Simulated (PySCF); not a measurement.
This PySCF input asks for the NMR shieldings of SMILES CC(C)NN1CCCC1, C$_{7}$H$_{16}$N$_{2}$; the geometry comes from GFN2-xTB.

```python
import basis_set_exchange as bse
import numpy as np
from pyscf import gto, dft
from pyscf.prop import nmr

atoms = """
C     2.783896   -0.689053    1.017125
C     1.808312    0.272526    0.342792
C     2.209743    0.511839   -1.117833
N     0.465686   -0.255247    0.522980
N    -0.549536    0.666927    0.171504
C    -1.625834    0.663975    1.157343
C    -2.734401   -0.289387    0.653195
C    -2.334393   -0.609920   -0.793802
C    -1.220793    0.408948   -1.094316
H     3.788541   -0.275338    1.008737
H     2.482445   -0.864952    2.045826
H     2.797665   -1.642638    0.492521
H     1.819228    1.233192    0.869459
H     3.226042    0.894327   -1.168119
H     1.545374    1.240122   -1.576318
H     2.163907   -0.418303   -1.683770
H     0.360879   -1.153656    0.051748
H    -1.219695    0.370564    2.123463
H    -2.006160    1.686110    1.229804
H    -2.779874   -1.192574    1.259719
H    -3.708157    0.196426    0.696238
H    -3.164674   -0.516488   -1.490793
H    -1.943100   -1.626113   -0.868592
H    -0.519086    0.058963   -1.851098
H    -1.656951    1.353893   -1.431293
"""
names = dict.fromkeys(["C", "N", "H"], "pcSseg-1")
basis = {el: gto.basis.parse(bse.get_basis(n, elements=[el], fmt="nwchem")) for el, n in names.items()}
mol = gto.M(atom=atoms, basis=basis, charge=0, verbose=0)
mf = dft.RKS(mol, xc="PBE0")
mf.grids.level = 2
mf.grids.alignment = dft.numint.BLKSIZE   # the property module wants whole blocks of grid points
mf.conv_tol = 1e-9
mf.kernel()

calc = nmr.RKS(mf)   # GIAO
C = mf.mo_coeff
Co = C[:, mf.mo_occ > 0]
resp = mf.gen_response(singlet=True, hermi=2)
def vind(x):   # induced exchange potential for any number of trial vectors
    d = np.einsum("pi,xij,qj->xpq", C, 2 * x.reshape(-1, C.shape[1], Co.shape[1]), Co, optimize=True)
    return np.einsum("xpq,pi,qj->xij", resp(d - d.transpose(0, 2, 1)), C, Co, optimize=True).ravel()
mo1, _ = nmr.rhf.solve_mo1(calc, with_cphf=vind)
sigma = calc.kernel(mo1)
for i, s in enumerate(sigma):   # ppm
    print("%2d %-2s %9.2f" % (i, mol.atom_pure_symbol(i), np.trace(s) / 3))
```

**Question.** What are the results?

**Answer.** 
```
 0 C     162.76
 1 C     129.42
 2 C     161.76
 3 N     126.44
 4 N     152.77
 5 C     123.78
 6 C     162.01
 7 C     161.82
 8 C     126.36
 9 H      30.73
10 H      30.41
11 H      31.17
12 H      28.65
13 H      30.74
14 H      29.71
15 H      31.54
16 H      30.15
17 H      28.34
18 H      28.53
19 H      29.82
20 H      30.26
21 H      30.18
22 H      30.04
23 H      28.89
24 H      28.79
```

These numbers come from an equivalent density-fitted implementation of the same equations, which agrees with the script to about 0.01 ppm for H and up to a few tenths of a ppm for heavy atoms, so last digits may differ.

**Question.** Turn these shieldings into chemical shifts. Scale: ¹³C (σ = 186.93 ppm) and ¹H (σ = 31.72 ppm) vs TMS; NH3 for ¹⁵N (σ = 267.73 ppm) (reference shieldings calculated alike).

**Answer.** Averaging equivalent atoms: C 5/8: 61.9; C 1: 57.5; C 6/7: 25.0; C 0/2: 24.7; N 3: 141.3; N 4: 115.0; H 17/18/23/24: 3.08; H 12: 3.07; H 19/20/21/22: 1.64; H 16: 1.57; H 9/10/11/13/14/15: 1.00 ppm. Experimental scales use liquid or dissolved standards, which lie at an offset from isolated NH3 (liquid NH3: subtract about 20 ppm).

Size and cost of the density-fitted run: 233 basis functions, about 2.4 core-minutes.
